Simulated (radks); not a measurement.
Question: The mean radii <r> (bohr) of the occupied orbitals of an atom or ion are listed with their occupations. Method: Dirac Kohn-Sham, PBE, spin-unpolarised, spherical densities, finite nucleus; Fermi nuclear charge, rms radius of each element as measured or else 0.836 A^(1/3) + 0.57 fm; computed with a radial shooting solver on a logarithmic mesh with Libxc functionals.

orbital  occ.      <r>
1s1/2       2  0.03246
2s1/2       2   0.1326

Name the element and its charge. Open shells, if any, fill j = l - 1/2 first.

Answer: Z = 45, rhodium, charge +41: Rh41+ in [He] 2s2. The 1s radius gives Z: for a bare nucleus <r> = (2 gamma + 1)/(2Z) with gamma = sqrt(1 - (Z/c)^2), 0.0321 bohr for Z = 45, and screening makes it slightly larger (0.03246 here). The occupations add up to 4, and the charge is Z minus that.
